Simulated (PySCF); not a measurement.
**Finite-field polarisability of Ge (germanium, neutral)**

[Ar] 3d10 4s2 4p2, high-spin 3P determinant. Calculation: PySCF 2.14, in ANO-RCC-VTZP (6s5p3d1f, 43 functions); scalar relativity by spin-free X2C-1e. Frozen: [Ar] 3d10. Energy changes in a uniform field (μhartree):

```csv
axis,F (au),HF,MP2,CCSD,CCSD(T)
x,0.0031,-102.780,-97.782,-96.368,-96.422
x,0.0062,-411.135,-391.149,-385.489,-385.707
y,0.0027,-96.469,-92.580,-91.510,-91.488
y,0.0054,-385.889,-370.338,-366.055,-365.967
```

By symmetry the remaining axis equals y.

(1) Derive α along x at CCSD(T) from the two fields.

(2) And the mean polarisability at each level?

CCSD(T) lies more than 5 % below the reference, which points to too few diffuse and polarisation functions.

The basis has no added diffuse functions, which lowers α.

## Answers

(1) With ΔE = −αF²/2 − γF⁴/24, α = −(16 ΔE(F) − ΔE(2F))/(6F²) = 20.07 bohr³.

(2) The components xx, yy, zz at CCSD(T) are 20.07, 25.10, 25.10, the third axis being equal by symmetry to one of the two computed. Means: HF 24.77, MP2 23.72, CCSD 23.42, CCSD(T) 23.42 bohr³. Reference: 40 ± 1 bohr³ (recommended; Schwerdtfeger and Nagle, table of static dipole polarizabilities (2023 update)).
